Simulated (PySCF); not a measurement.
**Electron correlation in Al³⁺ (aluminium, charge +3)**

[Ne], closed-shell 1S. Computed with PySCF 2.14 in def2-TZVPPD (6s5p4d1f, 48 functions), with the non-relativistic Hamiltonian (point nucleus). Frozen: 1s2; 8 electrons correlated.

| level | correlation energy (mhartree) |
| --- | --- |
| CCSD | -138.38 |
| (T) | -0.94 |
| CCSD(T) | -139.32 |

Diagnostics: T1 = 0.0029, D1 = 0.0046, largest double amplitude 0.012.

Cost of the coupled-cluster step: about 0.5 core-seconds, for 8 correlated electrons.

Iterations:

```
CC2 = 0
CCSD nocc = 4, nmo = 47
frozen orbitals [0]
max_cycle = 100
direct = 0
conv_tol = 1e-08
conv_tol_normt = 1e-06
diis_space = 8
diis_start_cycle = 0
Init t2, MP2 energy = -240.130989301622  E_corr(MP2) -0.136171893016057
Init E_corr(CCSD) = -0.136171893018044
cycle = 1  E_corr(CCSD) = -0.137463294663917  dE = -0.00129140165  norm(t1,t2) = 0.00807789
cycle = 2  E_corr(CCSD) = -0.138278899780727  dE = -0.000815605117  norm(t1,t2) = 0.0010579
cycle = 3  E_corr(CCSD) = -0.138369911942841  dE = -9.10121621e-05  norm(t1,t2) = 0.000249049
cycle = 4  E_corr(CCSD) = -0.138381116942768  dE = -1.12049999e-05  norm(t1,t2) = 2.10959e-05
cycle = 5  E_corr(CCSD) = -0.138380698330088  dE = 4.1861268e-07  norm(t1,t2) = 1.98407e-06
cycle = 6  E_corr(CCSD) = -0.138380678359978  dE = 1.99701098e-08  norm(t1,t2) = 1.596e-07
cycle = 7  E_corr(CCSD) = -0.138380679123436  dE = -7.63458075e-10  norm(t1,t2) = 1.4677e-08
CCSD converged
E(CCSD) = -240.1331980877289  E_corr = -0.1383806791234361
CCSD(T) correction = -0.000935503155718948
```

This basis was not built for core-valence correlation, so the inner-shell part is incomplete.
